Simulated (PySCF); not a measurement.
PySCF 2.14 output of an unrestricted M06-2X calculation on a single atom or ion in def2-TZVP (5s3p2d1f, 31 functions), with no relativity, point nucleus:

```
SCF conv_tol = 1e-09
number electrons alpha = 2  beta = 2
    Y. Zhao and D. G. Truhlar.,  Theor. Chem. Acc. 120, 215 (2008)
    Y. Zhao and D. G. Truhlar.,  Theor. Chem. Acc. 120, 215 (2008)
cycle= 1 E= -51.2120038397149  delta_E= -0.00109  |g|= 0.00311  |ddm|= 0.0587
cycle= 2 E= -51.2120042547143  delta_E= -4.15e-07  |g|= 0.0001  |ddm|= 0.000516
cycle= 3 E= -51.2120042551143  delta_E= -4e-10  |g|= 3.75e-06  |ddm|= 2.02e-05
converged SCF energy = -51.2120042551143  <S^2> = -1.7763568e-15  2S+1 = 1
```

The run itself started from symmetry-adapted Hartree-Fock orbitals and held the occupation by maximum overlap, on a logarithmic radial grid, so the iterations belong to that start.

Problem. Which element, charge and spin multiplicity is this?

Solution. N³⁺ (nitrogen, charge +3), multiplicity 1; the state was [He] 2s2, closed-shell 1S.
